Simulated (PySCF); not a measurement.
(E)-2-fluorobut-2-ene (C4H7F), SMILES F/C(=C/C)C.

The structure is a stationary point at ωB97X-D3(BJ)/def2-SVP.

Method: PySCF with SMD-ωB97X/6-31G*.

Solvation free energies are E(SMD) − E(gas) at the gas-phase geometry, for 1 M in both phases. In vacuum the dipole moment is 1.54 D.

Computed solvation free energies in water, chloroform, ethanol:
```tsv
solvent	ΔG(solv) (kcal/mol)	its non-electrostatic (CDS) part	dipole (D)
water	0.7	3.8	1.97
chloroform	-3.5	-1.3	1.85
ethanol	-2.9	0.0	1.95
```
